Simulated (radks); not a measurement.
The molybdenum ion Mo+, 41 electrons, occupied as [Kr] 4d5.

All-electron calculation, non-relativistic Kohn-Sham, TPSS, spin-polarised, spherical densities, point nucleus; open shells are filled with parallel spins first (spin-orbit coupling, left out, can overturn this in heavy ions); meta-GGA in the generalised Kohn-Sham scheme; relativity is left out, which matters for an element this heavy. Program: a radial shooting solver on a logarithmic mesh with Libxc functionals.

Energy parts (Ry):
| part | energy |
|---|---|
| total | -7954.29689 |
| kinetic | 7950.59353 |
| electron-nucleus | -18921.78798 |
| Hartree | 3259.98035 |
| exchange-correlation | -243.08279 |

Orbitals (lengths in bohr, moments of r in powers of bohr; <r^-3> diverges for s and p1/2; r(max) is where P^2 peaks):
orbital,occ.,eigenvalue (Ry),<r>,<r^-3>,<r^4>,r(max)
1s down,1,-1422.570,0.03629,-,7.870e-06,0.02401
1s up,1,-1422.569,0.03629,-,7.870e-06,0.02401
2s up,1,-197.9667,0.1586,-,0.001494,0.1340
2s down,1,-197.9321,0.1586,-,0.001494,0.1340
2p up,3,-182.2224,0.1360,2303,0.001005,0.1055
2p down,3,-182.1965,0.1360,2303,0.001005,0.1055
3s up,1,-34.05015,0.4402,-,0.07594,0.3939
3s down,1,-34.03555,0.4402,-,0.07589,0.3940
3p up,3,-27.98783,0.4356,377.8,0.07919,0.3816
3p down,3,-27.96811,0.4356,377.4,0.07907,0.3817
3d up,5,-16.94406,0.4148,55.87,0.08282,0.3230
3d down,5,-16.90825,0.4147,55.84,0.08239,0.3232
4s up,1,-5.05042,1.144,-,3.340,1.019
4s down,1,-4.83216,1.134,-,3.235,1.010
4p up,3,-3.35217,1.257,51.93,5.244,1.087
4p down,3,-3.10966,1.247,53.67,5.141,1.075
4d up,5,-0.84327,1.835,3.841,34.13,1.364
4d down,0,-0.59671,1.927,3.671,46.34,1.377

The highest occupied level is 4d up at -11.473 eV. For comparison, the ionisation energy in NIST's Atomic Spectra Database is 16.2 eV (semi-empirical). In exact Kohn-Sham theory the highest level is minus the ionisation energy, but local and semilocal functionals leave it too shallow, through self-interaction and a potential that decays too fast; potentials with the right tail come closer. The electron density at the nucleus is 5.168e+04 e/bohr^3. Summed over all electrons, <r^2> = 38.23 bohr^2, which gives a Langevin (diamagnetic) susceptibility term of -30.3 x 10^-6 cm^3/mol. Virial ratio -V/T = 2.00047. Spin moment in Bohr magnetons: 5. The density falls to 0.001 e/bohr^3 at r = 3.90 bohr.
